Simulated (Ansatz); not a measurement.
Consider the formal hydrolysis of the In–C bond: `O=[CH][InH2]` + H₂O → `[OH][InH2]` + `C=O`.

Isolated molecules relaxed with PBE0-D4/def2-TZVP in Ansatz; ΔE leaves out vibrations. CBS: MP2 limit from def2 TZ/QZ plus the TZ coupled-cluster correction, frozen cores. This one scheme is used for every species. Functionals use def2-TZVPP. def2 core potentials past Kr. For In outer-core shells are correlated without core-valence functions, which leaves a few kJ/mol of doubt a bond.

```csv
level,ΔE (kJ/mol)
r2SCAN-D4,-66.2
BHLYP-D4,-68.4
SCS-MP2/def2-QZVPP,-76.2
HF/CBS(def2),-75.7
```

(1) What does CCSD(T)/CBS give? (An estimate is asked.)

Largest T1 diagnostic among the species: 0.017.

Answers

(1) Computed: -70.4 kJ/mol. The listed levels differ from it by 4.2, 2.0, -5.8, -5.3 kJ/mol.

At CCSD(T), def2-SVP lies −4.4 kJ/mol from the extrapolated value and def2-TZVPP +2.6 kJ/mol. Leaving LDA and LC-ωPBE aside and taking each functional with its dispersion term where it has one, the values, not all of them listed here, spread over 12.8 kJ/mol, from B2PLYP to revPBE-D4. LDA lies +4.0 kJ/mol from PBE without D4.
